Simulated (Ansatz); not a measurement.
Relaxation of Cl2GaH (4 atoms, charge 0, multiplicity 1), to a largest force component of 0.02 eV/Å in at most 40 steps.

Theory: Ansatz, RKS PBE/def2-SVP.

```xyz
4
Properties=species:S:1:pos:R:3
Ga 0.000 0.000 0.000
H 0.000 0.000 1.570
Cl 1.940 0.000 -1.120
Cl -1.940 0.000 -1.120
```

**Question.** Where does it end, and by what steps?

**Answer.** The run converged. After 3 steps the energy has fallen by 0.118 eV; Cl3 moved furthest, 0.12 Å.

```json
{"step": "0", "energy less start (eV)": "0.0000", "largest force component (eV/Å)": "1.055", "accepted": "yes"}
{"step": "1", "energy less start (eV)": "-0.1136", "largest force component (eV/Å)": "0.214", "accepted": "yes"}
{"step": "2", "energy less start (eV)": "-0.1176", "largest force component (eV/Å)": "0.033", "accepted": "yes"}
{"step": "3", "energy less start (eV)": "-0.1177", "largest force component (eV/Å)": "0.001", "accepted": "yes"}
```

```xyz
4
Properties=species:S:1:pos:R:3
Ga 0.000 0.000 0.018
H 0.000 0.000 1.577
Cl 1.821 0.000 -1.132
Cl -1.821 0.000 -1.132
```

The run took 3.7 s on 1 thread of AMD EPYC 9R45 96-Core Processor (Zen 5), with other jobs on the host, peak memory 0.14 GiB.
